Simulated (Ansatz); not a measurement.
Geometry optimisation, RKS B3LYP/def2-mTZVP in Ansatz.

Input:

```yaml
crystal:
  periodic: [false, false, false]
  atoms:
    - { symbol: Si, position_ang: [0.111044, 0.049473, 0.076052] }
    - { symbol: F, position_ang: [1.075762, -1.1586, -0.49946] }
    - { symbol: O, position_ang: [-1.255213, -0.36892, -0.736016] }
    - { symbol: H, position_ang: [-0.995907, -1.155161, -1.238944] }
    - { symbol: O, position_ang: [0.699619, 1.526998, -0.254461] }
    - { symbol: O, position_ang: [0.01545, 0.028516, 1.698433] }
    - { symbol: H, position_ang: [0.716502, 1.82397, -1.171415] }
    - { symbol: H, position_ang: [-0.367157, -0.746377, 2.12581] }
basis:
  gaussian: { orbitals: def2-mTZVP }
hamiltonian:
  xc: b3lyp
relax:
  f_tol: 0.03
  max_steps: 50
```

Launched with:

```bash
$ ansatz run input.yaml --threads 2 --pin off --max-ram 3072MiB --backend cpu --events-out ev --progress --plain --runs-dir out
```

Question: Where does it end, and by what steps?

Answer: The forces met the threshold. The force dipped under the threshold on the way, but the program's further checks kept it going. After 15 steps the energy has fallen by 0.137 eV; F2 moved furthest, 0.25 Å.

```json
{"step": "0", "energy less start (eV)": "0.0000", "largest force component (eV/Å)": "0.675", "accepted": "yes"}
{"step": "1", "energy less start (eV)": "-0.0615", "largest force component (eV/Å)": "0.542", "accepted": "yes"}
{"step": "2", "energy less start (eV)": "-0.1057", "largest force component (eV/Å)": "0.667", "accepted": "yes"}
{"step": "3", "energy less start (eV)": "-0.1196", "largest force component (eV/Å)": "0.482", "accepted": "yes"}
{"step": "4", "energy less start (eV)": "-0.1197", "largest force component (eV/Å)": "0.657", "accepted": "yes"}
{"step": "5", "energy less start (eV)": "-0.1347", "largest force component (eV/Å)": "0.018", "accepted": "yes"}
{"step": "6", "energy less start (eV)": "-0.1347", "largest force component (eV/Å)": "0.069", "accepted": "yes"}
{"step": "7", "energy less start (eV)": "-0.1348", "largest force component (eV/Å)": "0.028", "accepted": "yes"}
{"step": "8", "energy less start (eV)": "-0.1349", "largest force component (eV/Å)": "0.013", "accepted": "yes"}
{"step": "9", "energy less start (eV)": "-0.1352", "largest force component (eV/Å)": "0.047", "accepted": "yes"}
{"step": "10", "energy less start (eV)": "-0.1345", "largest force component (eV/Å)": "0.291", "accepted": "no"}
{"step": "11", "energy less start (eV)": "-0.1359", "largest force component (eV/Å)": "0.064", "accepted": "yes"}
{"step": "12", "energy less start (eV)": "-0.1263", "largest force component (eV/Å)": "0.717", "accepted": "no"}
{"step": "13", "energy less start (eV)": "-0.1364", "largest force component (eV/Å)": "0.082", "accepted": "yes"}
{"step": "14", "energy less start (eV)": "-0.1367", "largest force component (eV/Å)": "0.054", "accepted": "yes"}
{"step": "15", "energy less start (eV)": "-0.1371", "largest force component (eV/Å)": "0.019", "accepted": "yes"}
```

```xyz
8
Properties=species:S:1:pos:R:3
Si 0.163 0.008 0.068
F 1.203 -1.171 -0.287
O -1.192 -0.306 -0.804
H -1.202 -1.108 -1.339
O 0.773 1.474 -0.296
O -0.073 0.046 1.680
H 0.573 1.840 -1.164
H -0.245 -0.783 2.141
```

Whether the end is a true minimum wasn't checked by a vibrational analysis.

Run time: 17 s on 2 threads of AMD EPYC 9B45 (Zen 5), with other jobs on the host, peak memory 0.26 GiB.
